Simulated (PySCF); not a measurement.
Job for PySCF: R-B3LYP/6-31G* on CH4O (SMILES CO) with ghost functions, monomers drawn apart or pushed together.

```python
from pyscf import gto, scf, dft, mp
from pyscf.data.elements import chemcore

mol = gto.M(
    atom='''
    C    -0.09959247   -0.64449750    6.15783649
    O    -1.34809668   -0.16335023    5.68563193
    H     0.38432632   -1.31525982    5.43841907
    H    -0.29921332   -1.20769905    7.06861789
    H     0.59323505    0.16934820    6.40056998
    H    -1.19747404    0.31643311    4.86529003
    ghost-N    0.32021269    0.45340835   -0.17874948
    ghost-N   -0.02607307    0.68265078    0.82942213
    ''',
    basis='6-31g*',
    cart=True,
    charge=0, spin=0, verbose=3, max_memory=1800)
mf = dft.RKS(mol, xc='b3lyp')
mf.conv_tol = 1e-8
mf.max_cycle = 100
mf.kernel()
if not mf.converged:
    mf = mf.newton().run(mf.mo_coeff, mf.mo_occ)
```

Output:

```
converged SCF energy = -115.714289441194
```

The calculation finished and met its thresholds.

Cost: around 2.6 core-seconds (rough).
